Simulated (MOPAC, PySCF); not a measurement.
C$_{3}$H$_{2}$F$_{2}$, SMILES `C#CC(F)F`, neutral singlet in the gas phase. 

Cartesian coordinates (Å):
SMILES: C#CC(F)F
```xyz
7

C      0.6548    -1.5206     0.3463
C      0.2010    -0.4661    -0.0329
C     -0.3752     0.8124    -0.4347
F      0.6186     1.7112    -0.7546
F     -1.1678     0.6562    -1.5505
H      1.0636    -2.4568     0.6697
H     -0.9950     1.2637     0.3585
```
Charge 0, spin multiplicity 1.

All levels are single points at this geometry (PBE-D3(BJ)/def2-TZVP); Pople sets use spherical d functions. Orbital energies aren't observables, and empty levels follow the basis.

| level | HOMO (eV) | LUMO (eV) | gap (eV) | dipole (D) | vertical IE, Delta-SCF (eV) |
|---|---|---|---|---|---|
| PBE-D3(BJ)/def2-TZVP in PySCF | -7.63 | -1.36 | 6.26 | 2.14 | 11.28 |
| B3LYP/6-311+G** in PySCF | -8.75 | -0.76 | 7.99 | 2.54 | – |
| B3LYP/6-31G* in PySCF | -8.22 | 0.10 | 8.32 | 2.14 | 11.23 |
| PBE/6-31G* in PySCF | -7.17 | -0.75 | 6.42 | 1.94 | 10.96 |
| SVWN5/6-31G* in PySCF | -7.33 | -1.01 | 6.32 | 2.03 | 11.18 |
| HF/6-31G* in PySCF | -11.49 | 4.50 | 15.99 | 2.58 | 10.11 |
| HF/STO-3G in PySCF | -9.64 | 9.19 | 18.83 | 1.49 | – |
| AM1 in MOPAC | -11.71 | 1.13 | 12.84 | 2.26 | – |
| PM6 in MOPAC | -11.83 | 0.66 | 12.49 | 2.22 | – |
